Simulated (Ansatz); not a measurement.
Harmonic frequencies (cm⁻¹) at PBE0-D4/def2-TZVP from Ansatz: 8, 55, 67, 98, 157, 224, 230, 245, 261, 374, 387, 530, 721, 900, 919, 961, 973, 985, 987, 1111, 1180, 1222, 1330, 1347, 1394, 1412, 1475, 1476, 1477, 1490, 1492, 1499, 3009, 3010, 3023, 3064, 3075, 3076, 3106, 3108, 3151, 3151.

Each molecule was computed in one conformer, which needn't be the lowest.

(1) Which molecule is it?
A. `C[O][Zn][O]C`
B. `C[CH2][Zn][SH]`
C. `C[CH2][Zn][NH2]`
D. `C[S][Zn][CH](C)C`

Results:

(1) D.
